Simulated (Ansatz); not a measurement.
Geometry optimisation, RKS PBE0-D4/def2-SVP (Ansatz 0.2.0).

Input:

```yaml
crystal:
  periodic: [false, false, false]
  atoms:
    - { symbol: C, position_ang: [0.696, -2.724, 0.6772] }
    - { symbol: C, position_ang: [0.0186, -1.5154, 0.8359] }
    - { symbol: B, position_ang: [0.2049, -0.3158, -0.1702] }
    - { symbol: B, position_ang: [-0.476, 1.1374, 0.071] }
    - { symbol: C, position_ang: [-0.3217, 2.3216, -0.9553] }
    - { symbol: F, position_ang: [-1.4437, 1.3063, 1.1973] }
    - { symbol: H, position_ang: [0.5077, -3.4877, 1.3711] }
    - { symbol: H, position_ang: [1.3652, -2.8235, -0.1739] }
    - { symbol: H, position_ang: [-0.6455, -1.3696, 1.7224] }
    - { symbol: H, position_ang: [0.9676, -0.4344, -1.0571] }
    - { symbol: H, position_ang: [-0.9398, 3.2032, -0.6005] }
    - { symbol: H, position_ang: [0.7684, 2.6201, -0.9293] }
    - { symbol: H, position_ang: [-0.6811, 2.0469, -1.9737] }
basis:
  gaussian: { orbitals: def2-SVP }
hamiltonian:
  xc: pbe0
  dispersion: d4
relax:
  f_tol: 0.02
  max_steps: 50
```

Launched with:

```bash
$ ansatz run input.yaml --threads 2 --pin off --max-ram 3072MiB --backend cpu --events-out ev --progress --plain --runs-dir out
```

Q: Where does it end, and by what steps?

A: The forces met the threshold. After 19 steps the energy has fallen by 0.943 eV; F6 moved furthest, 1.68 Å.

```
step  energy less start (eV)  largest force component (eV/Å)  accepted
   0                  0.0000                           3.814       yes
   1                 -0.3174                           3.535       yes
   2                 -0.5397                           1.302       yes
   3                 -0.7713                           0.852       yes
   4                 -0.7905                           0.569       yes
   5                 -0.8060                           0.126       yes
   6                 -0.8083                           0.110       yes
   7                 -0.8152                           0.054       yes
   8                 -0.8261                           0.262       yes
   9                 -0.8339                           0.578       yes
  10                 -0.8517                           0.399       yes
  11                 -0.8791                           0.245       yes
  12                 -0.8965                           0.318       yes
  13                 -0.9238                           0.232       yes
  14                 -0.9367                           0.180       yes
  15                 -0.9400                           0.127       yes
  16                 -0.9420                           0.074       yes
  17                 -0.9430                           0.049       yes
  18                 -0.9432                           0.029       yes
  19                 -0.9433                           0.011       yes
```

```xyz
13
Properties=species:S:1:pos:R:3
C 0.479 -2.689 0.511
C -0.137 -1.493 0.566
B 0.625 -0.186 0.237
B -0.034 1.381 0.289
C -0.667 2.111 -0.950
F 0.022 2.083 1.431
H -0.026 -3.630 0.760
H 1.530 -2.764 0.211
H -1.191 -1.486 0.874
H 1.782 -0.328 -0.117
H -1.464 2.812 -0.656
H 0.140 2.717 -1.405
H -1.038 1.436 -1.735
```

The run took 45 s on 2 threads of AMD EPYC 9R14 (Zen 4), on a shared host, peak memory 0.28 GiB.
